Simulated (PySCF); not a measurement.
Gas-phase reaction: 2 InCl₃ + H₂ → 2 InH + 3 Cl₂

Computed with PySCF and rigid-rotor harmonic-oscillator thermochemistry at 1 bar. † marks an energy on the PBE0/def2-TZVP geometry and frequencies. MP2 and CCSD(T) freeze the core. All species are closed-shell singlets. B3LYP is the form with VWN-RPA correlation. In: scalar-relativistic def2 core potential, no spin-orbit coupling. InH: computed as isolated molecules; such fragments, hydroxides, amides, oligomers or adducts are transient or little studied in the gas. MP2 isn't extrapolated to the basis-set limit. CCSD(T) isn't extrapolated to the basis-set limit.

```json
[
 {"level": "B3LYP/def2-TZVP†", "ΔH°(298 K), kJ": "1072"},
 {"level": "CCSD(T)/def2-TZVPP†", "ΔH°(298 K), kJ": "___"},
 {"level": "HF/def2-TZVP†", "ΔH°(298 K), kJ": "1213"},
 {"level": "M06-2X/def2-TZVP†", "ΔH°(298 K), kJ": "___"},
 {"level": "MP2/def2-SVP†", "ΔH°(298 K), kJ": "1301"},
 {"level": "PBE/def2-TZVP†", "ΔH°(298 K), kJ": "___"},
 {"level": "PBE0/def2-QZVP†", "ΔH°(298 K), kJ": "1128"},
 {"level": "ωB97M-V/def2-TZVP†", "ΔH°(298 K), kJ": "___"}
]
```

### Question
Complete the blanks.

### Answer

- CCSD(T)/def2-TZVPP†, ΔH°(298 K), kJ: 1162
- M06-2X/def2-TZVP†, ΔH°(298 K), kJ: 1202
- PBE/def2-TZVP†, ΔH°(298 K), kJ: 1069
- ωB97M-V/def2-TZVP†, ΔH°(298 K), kJ: 1153
